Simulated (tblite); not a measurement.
Record of a relaxation.

Compound: C4H14N2Si2.
Numbering: `[SiH3:1][NH:2][C@H:3]1[CH2:4][CH2:5][N:6]([SiH3:7])[CH2:8]1` (hydrogens: H9, H10, H11 on Si1; H12 on N2; H13 on C3; H14, H15 on C4; H16, H17 on C5; H18, H19, H20 on Si7; H21, H22 on C8)

Computed with GFN2-xTB (tblite), gas phase: L-BFGS steps from a force-field or distance-geometry start until the largest atomic force falls under 0.01 eV/Å. 4 of its 206 geometries are shown.

Step 0: E = -681.0620 eV, largest atomic force 2.349 eV/Å
```
atom  x, y, z in Å  |  force x, y, z in eV/Å
Si1     2.855    1.021    0.279    0.496  -0.857   0.725
N2      1.860   -0.420    0.624    0.966   1.678   1.330
C3      0.917   -0.583   -0.437   -0.332   0.516   0.156
C4      0.013   -1.771   -0.262   -0.238  -1.684  -0.190
C5     -1.322   -1.236    0.216   -0.410   0.202  -0.550
N6     -1.058    0.156    0.584   -1.613   0.673  -0.772
Si7    -2.609    1.021    0.276    0.119  -0.176   0.765
C8     -0.113    0.550   -0.451    0.098  -0.071  -0.395
H9      2.107    2.263    0.404    0.038   0.344  -0.052
H10     3.439    0.904   -1.063   -0.178  -0.064   0.111
H11     3.955    1.114    1.264   -0.333  -0.224  -0.138
H12     1.400   -0.289    1.575    0.454  -0.501  -1.619
H13     1.473   -0.638   -1.375    0.049   0.040   0.024
H14     0.383   -2.493    0.485    0.215   0.154  -0.599
H15    -0.150   -2.234   -1.261    0.324  -0.208   0.763
H16    -1.785   -1.799    1.034    0.141   0.233  -0.149
H17    -2.004   -1.235   -0.674    0.217  -0.448   0.584
H18    -2.466    1.753   -0.979   -0.124   0.167  -0.013
H19    -2.961    1.860    1.419    0.192  -0.054  -0.076
H20    -3.670    0.004    0.059    0.122   0.349   0.133
H21    -0.595    0.533   -1.444    0.142   0.174  -0.051
H22     0.322    1.537   -0.275   -0.345  -0.246   0.014
```

Step 68: E = -682.1971 eV, largest atomic force 0.088 eV/Å
```
atom  x, y, z in Å  |  force x, y, z in eV/Å
Si1     2.998    0.956    0.579    0.015   0.011   0.011
N2      1.524    0.076    0.587    0.010  -0.003  -0.087
C3      0.835   -0.387   -0.591   -0.011  -0.046  -0.023
C4      0.142   -1.736   -0.334   -0.007  -0.031   0.044
C5     -1.312   -1.384    0.020   -0.006  -0.006   0.000
N6     -1.448    0.046   -0.191    0.045  -0.016  -0.012
Si7    -2.660    1.044    0.481    0.035   0.014   0.051
C8     -0.349    0.500   -1.008    0.001  -0.019  -0.006
H9      2.857    2.406    0.366    0.008   0.003  -0.027
H10     3.791    0.383   -0.510   -0.022   0.015   0.004
H11     3.633    0.722    1.877   -0.087  -0.003  -0.008
H12     0.885    0.211    1.355   -0.035  -0.013   0.021
H13     1.572   -0.467   -1.392    0.017   0.032  -0.004
H14     0.642   -2.264    0.474    0.024  -0.039   0.056
H15     0.183   -2.363   -1.225   -0.005   0.053  -0.010
H16    -1.553   -1.632    1.057    0.015   0.003  -0.014
H17    -2.005   -1.940   -0.624   -0.026   0.020  -0.007
H18    -3.078    2.034   -0.512    0.009   0.012  -0.050
H19    -2.188    1.764    1.677    0.008   0.003   0.026
H20    -3.762    0.154    0.839   -0.011  -0.011   0.021
H21    -0.573    0.338   -2.073    0.042   0.008  -0.032
H22    -0.145    1.559   -0.854   -0.019   0.011   0.047
```

Step 137: E = -682.2483 eV, largest atomic force 0.059 eV/Å
```
atom  x, y, z in Å  |  force x, y, z in eV/Å
Si1     2.748    1.083    0.633    0.041  -0.033   0.027
N2      1.403    0.019    0.586   -0.050   0.011  -0.009
C3      0.828   -0.464   -0.642   -0.006  -0.034  -0.005
C4      0.113   -1.808   -0.423   -0.005   0.000   0.007
C5     -1.349   -1.421   -0.116    0.027  -0.021  -0.019
N6     -1.442    0.019   -0.302   -0.012  -0.017  -0.015
Si7    -2.329    1.095    0.693    0.033  -0.039  -0.027
C8     -0.329    0.422   -1.127    0.001  -0.010  -0.010
H9      2.599    2.345   -0.107   -0.012   0.037   0.015
H10     3.858    0.341    0.028   -0.003   0.003  -0.002
H11     2.942    1.341    2.058    0.003   0.011  -0.026
H12     0.679    0.140    1.280    0.019   0.000   0.024
H13     1.627   -0.539   -1.382    0.005   0.004  -0.004
H14     0.579   -2.362    0.390   -0.036   0.031   0.008
H15     0.171   -2.415   -1.328   -0.015   0.031   0.026
H16    -1.642   -1.698    0.898    0.016   0.030  -0.022
H17    -2.030   -1.930   -0.810    0.001   0.017  -0.010
H18    -2.768    2.206   -0.155    0.026  -0.026   0.006
H19    -1.571    1.649    1.832   -0.004  -0.004   0.008
H20    -3.446    0.296    1.192   -0.006   0.016   0.021
H21    -0.539    0.217   -2.186   -0.023  -0.019  -0.008
H22    -0.112    1.483   -1.012    0.000   0.011   0.014
```

Step 205: E = -682.2942 eV, largest atomic force 0.009 eV/Å
```
atom  x, y, z in Å  |  force x, y, z in eV/Å
Si1     2.777    1.191    0.450    0.006  -0.002   0.002
N2      1.424    0.143    0.588   -0.003  -0.005   0.004
C3      0.778   -0.470   -0.544   -0.004  -0.001  -0.003
C4      0.020   -1.750   -0.129    0.000  -0.002  -0.002
C5     -1.458   -1.431   -0.412   -0.003   0.001  -0.001
N6     -1.542    0.013   -0.450   -0.002   0.002   0.004
Si7    -2.223    0.920    0.839   -0.006  -0.007  -0.001
C8     -0.340    0.413   -1.142   -0.004   0.005  -0.001
H9      2.548    2.457   -0.267    0.000   0.001   0.001
H10     3.790    0.429   -0.282    0.001  -0.001  -0.002
H11     3.151    1.467    1.834    0.000   0.005   0.003
H12     0.754    0.342    1.317    0.004   0.004  -0.002
H13     1.552   -0.674   -1.286   -0.002  -0.002   0.002
H14     0.181   -1.936    0.933    0.006  -0.001   0.000
H15     0.357   -2.622   -0.685    0.005   0.003   0.001
H16    -2.132   -1.845    0.336   -0.006   0.000   0.000
H17    -1.743   -1.825   -1.396   -0.002  -0.001  -0.003
H18    -2.168    2.308    0.389    0.000   0.006  -0.003
H19    -1.563    0.824    2.158    0.007   0.001   0.000
H20    -3.583    0.399    0.978   -0.001  -0.004  -0.001
H21    -0.454    0.195   -2.212   -0.001  -0.006  -0.001
H22    -0.135    1.474   -1.016    0.005   0.004   0.003
```

Q: Summarise the path.

A: The energy falls by 118.89 kJ/mol from step 0 to step 205; nine tenths of that is first reached at step 52. It rises by more than 0.2 meV at step 193. The largest force goes from 2.349 to 0.009 eV/Å. Among the bonds N6–Si7 changes most, from 1.802 to 1.717 Å; the atoms move by 0.909 Å rms after alignment.

What follows is the cost of the whole relaxation. The run took 1.9 s of wall time on one thread, Arm Neoverse V1 (aarch64), on a shared host.
